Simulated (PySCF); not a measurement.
Ta(O)(OH)(NH2)2 (H5N2O2Ta), SMILES [NH2][Ta]([NH2])(=[O])[OH], multiplicity 1. Heavy atoms are numbered as in [Ta:1](=[O:2])([OH:3])([NH2:5])[NH2:8]. Hydrogens are named by the atom that carries them.

Geometry optimised at PBE0-D3(BJ)/def2-SVP. The spin state was assumed, not searched. The structure was generated by enumeration; whether it is a known compound was not checked. The def2 effective core potentials stand for the cores of Ta; spin–orbit coupling is left out. Other conformers were not sampled.

Method: PBE0/def2-TZVP (PySCF).

ESP charges are fitted to the potential on shells at 1.4 to 2.0 van der Waals radii. Atomic charges (e), one atom of each kind:

| atom | Mulliken | ESP fit |
|---|---|---|
| Ta1 | 1.40 | 1.84 |
| O2 | -0.53 | -0.67 |
| O3 (OH) | -0.69 | -0.79 |
| H on O3 | 0.34 | 0.41 |
| N5 (NH2) | -0.77 | -1.28 |
| H on N5 | 0.26 | 0.44 |
